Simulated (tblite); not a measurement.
Compound: C5H14Si.
Z-matrix (Å and degrees, GFN2-xTB geometry), rows numbered from 1:
```
C 
C   1  1.5248
Si  2  1.9102  1  113.49
C   3  1.9025  2  108.76  1  -179.60
C   3  1.9121  2  110.82  1   -58.38
C   5  1.5261  3  113.89  2   -57.73
H   1  1.0875  2  110.59  3   -58.28
H   1  1.0891  2  110.99  3  -178.38
H   1  1.0874  2  110.76  3    61.51
H   2  1.0918  1  108.90  3  -122.94
H   2  1.0914  1  108.78  3   121.83
H   3  1.4761  2  109.35  1    60.69
H   4  1.0854  3  111.13  2   -59.68
H   4  1.0853  3  111.15  2  -179.47
H   4  1.0860  3  111.71  2    60.34
H   5  1.0912  3  109.49  2    64.45
H   5  1.0913  3  109.37  2  -179.66
H   6  1.0875  5  110.67  3   -60.53
H   6  1.0875  5  110.73  3    59.62
H   6  1.0893  5  110.95  3   179.55
```

All values are computed: GFN2-xTB (tblite) harmonic vibrations without scaling, gas phase. Errors from tens to a few hundred cm⁻¹ against measured bands are possible. Modes of hydrogen on silicon can be 10 to 20 % off. One conformer, not necessarily the lowest.

Harmonic wavenumbers (cm⁻¹): 44.8, 65.4, 110.1, 133.1, 154.5, 165.4, 229.1, 238.0, 296.9, 328.2, 609.7, 621.3, 635.0, 706.7, 721.5, 735.2, 778.2, 825.9, 838.2, 977.8, 982.7, 1018.4, 1023.4, 1076.1, 1079.2, 1243.4, 1245.3, 1293.3, 1294.1, 1373.5, 1415.9, 1419.3, 1485.6, 1489.2, 1490.0, 1494.0, 1510.6, 1514.1, 1514.9, 1516.7, 2152.0, 2964.1, 2968.8, 2979.9, 2984.9, 3009.1, 3010.4, 3030.5, 3031.2, 3035.8, 3037.4, 3039.4, 3046.9, 3048.2.

A = 2756, B = 2097, C = 1457 MHz; mass 102.086 u (most abundant isotopes); point group C1, symmetry number 1.

Problem. Zero-point energy?

Solution. ½Σν̃ = 38517 cm⁻¹ = 110.12 kcal/mol.

Problem. What is S at 500 K and 1 bar for an ideal gas of classical rigid rotors and harmonic oscillators?

Solution. Translation 42.37, rotation 29.58, vibration 50.03: S = 122.0 cal/(mol K).

Problem. And Cp and H(500 K) − H(0)?

Solution. Cp = 55.21 cal/(mol K), of which vibrations give 47.27 (their classical limit is 54 R = 107.3); H(500 K) − H(0) = 16.42 kcal/mol without the zero-point energy, 12.45 from vibrations.

Problem. Blend soft modes into free rotors: weight 1/[1 + (100 cm⁻¹/ν̃)⁴] for the oscillator and the rest for a rotor with moment μB/(μ + B), μ = h/(8π²ν), B = 10⁻⁴⁴ kg m². What vibrational entropy results?

Solution. 46.13 cal/(mol K) in place of 50.03, which changes −T·S at 500 K by +1.95 kcal/mol.

Problem. How do the functions run with temperature in this model?

Solution. 
| T (K) | S (cal/(mol K)) | Cp (cal/(mol K)) | H − H(0) (kcal/mol) | G − H(0) (kcal/mol) | ln q(vib) |
| --- | --- | --- | --- | --- | --- |
| 50 | 57.1 | 13.9 | 0.51 | -2.34 | 0.58 |
| 100 | 68.8 | 20.1 | 1.37 | -5.51 | 1.93 |
| 298.15 | 98.3 | 37.3 | 7.02 | -22.29 | 7.47 |
| 373.15 | 107.4 | 44.4 | 10.09 | -30.00 | 9.43 |
| 750 | 147.6 | 71.5 | 32.39 | -78.35 | 18.74 |
| 1000 | 169.8 | 82.8 | 51.75 | -118.10 | 24.45 |

q(vib) and H(0) count from the zero-point level.

Problem. What must be added to the electronic energy to get the Gibbs energy at 500 K and 1 bar?

Solution. ZPE + [H(500 K) − H(0)] − T·S = 110.12 + 16.42 − 60.99 = 65.55 kcal/mol.

Hindered rotation and anharmonicity are outside this model. Other conformers, if any are populated, would add a mixing term that is left out. The structure is chiral; the term R ln 2 for an equal mix with its mirror image is left out.

On Arm Neoverse V1, one thread, no GPU (shared host), this took 0.7 s of wall time. The figure is for the frequency step alone.
